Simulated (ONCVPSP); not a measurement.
## Varying the ONCV potential for Ta (Z = 73)

Base potential:

ONCVPSP 4.0.1 input, shortened (lines: element, Z, core and valence counts, functional; n l f; lmax; l rc ep ncon nbas qcut; lloc lpopt rc5 dvloc0; l nproj debl; icmod fcfact rcfact), PBEsol, scalar-relativistic:

```
  Ta 73.00   11    3  -116133      upf
    1    0    2.00
    2    0    2.00
    2    1    6.00
    3    0    2.00
    3    1    6.00
    3    2   10.00
    4    0    2.00
    4    1    6.00
    4    2   10.00
    4    3   14.00
    5    0    2.00
    5    1    6.00
    5    2    3.00
    6    0    2.00
    2
    0    2.70    0.00    3    8    2.10
    1    2.10    0.00    3    6    5.80
    2    2.40    0.00    4    8    6.70
    4    5    1.65    4.00
    0    3    2.10
    1    1    1.10
    2    1    3.10
    3    4.00    1.80
```

Cutoffs, loose and tight: the cutoffs (Ha) at which the residual kinetic energy of the hardest occupied pseudo-wave falls to 1 and 0.1 mHa per electron. They do not see the model core or the augmentation charge, which bear on the density cutoff. Test errors are all-electron minus pseudo excitation energies from the reference, over the configurations 5p6 5d3 6s1; 5p6 5d3 6s0; 5p6 5d2 6s0; 5p6 5d3.5 6s1.5. A dash means not determined; rows that change the core or the reference have their own tests.

For the base: The cutoffs count occupied waves only; projector 3 of the s channel, the hardest unoccupied one, needs 46 Ha at the loose tolerance.

```tsv
change	outcome	cutoff, loose	cutoff, tight	bound ghosts	GHOST(+) flags above zero	largest test error (meV)
base	generated	13 Ha	25 Ha	none	s	-247
p: qcut 3.4	generated	25 Ha	48 Ha	none	s	-250
p: qcut 4.7	generated	13 Ha	25 Ha	none	s	-248
p: qcut 5.4	generated	13 Ha	25 Ha	none	s	-248
p: qcut 5.9	generated	13 Ha	25 Ha	none	s	-253
p: qcut 6.7	generated	13 Ha	25 Ha	none	s	-253
p: qcut 7.4	generated	13 Ha	25 Ha	none	s	-247
p: qcut 7.8	generated	13 Ha	25 Ha	none	s	-247
p: qcut 8.7	generated	13 Ha	25 Ha	none	s	-247
```

What comes out with this change to the base: p: qcut 4.1?

outcome: generated; cutoff, loose: 13 Ha; cutoff, tight: 27 Ha; bound ghosts: none; GHOST(+) flags above zero: s; largest test error (meV): -248.

Reading the sweep of the qcut of the p channel (base included, trends over the rows without a ghost): The loose cutoff falls from 25 Ha at 3.4 to 13 Ha at 8.7 1/bohr. The median size of the test errors (rows with all tests solved) stays near 42.1 meV.
